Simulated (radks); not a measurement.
Results of a calculation; reference values are marked as such.
Valence configurations of Ba+ (all share [Xe]). Level of theory: scalar-relativistic Kohn-Sham, LDA (Slater exchange, Perdew-Wang correlation), spin-polarised, spherical densities, point nucleus; open shells are filled with parallel spins first (spin-orbit coupling, left out, can overturn this in heavy ions) (a radial shooting solver on a logarithmic mesh with Libxc functionals). Energies are relative to 6s1; eigenvalues in eV for spin up.

6s1: E (eV) 0.000; moment (Bohr magnetons) 1; e(6s) -8.063
5d0.5 6s0.5: E (eV) 0.354; moment (Bohr magnetons) 1; e(5d) -6.859; e(6s) -7.626
5d1: E (eV) 0.760; moment (Bohr magnetons) 1; e(5d) -6.295
6s0.5 6p0.5: E (eV) 1.366; moment (Bohr magnetons) 1; e(6p) -5.612; e(6s) -8.336
6p1: E (eV) 2.726; moment (Bohr magnetons) 1; e(6p) -5.863
4f1: E (eV) 4.872; moment (Bohr magnetons) 1; e(4f) -2.258

NIST lists [Xe] 6s1 as the ground configuration; this level of theory agrees among the configurations tried. The energies are those of spherical high-spin densities, not of single terms.
